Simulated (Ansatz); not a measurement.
Z-matrix (Å, degrees):
```
W
F 1 1.849
S 1 2.118 2 109.4
O 1 1.862 2 111.2 3 121.1
S 1 2.119 2 109.5 3 -119.5
H 4 0.962 1 123.6 2 -104.0
```

Charge 0, multiplicity 1. W takes the def2 core potential.

**Question.** List the PBE/def2-TZVPP orbital energies in eV (the Gaussian-basis code of Ansatz). (Estimate.)

**Answer.** The calculation gave: Occupied: -2395.98, -2395.80, -660.76, -511.98, -208.95, -208.77, -155.02, -155.00, -154.96, -154.83, -154.82, -154.79, -79.61, -44.20, -43.98, -43.74, -29.53, -25.88, -17.27, -16.84, -13.97, -12.21, -11.35, -11.23, -10.30, -9.64, -8.93, -8.45, -7.95, -7.58, -7.17, -6.39. Lowest empty: -3.50, -3.37, -2.26, -2.16, -2.02, -0.91, 0.64, 2.13.
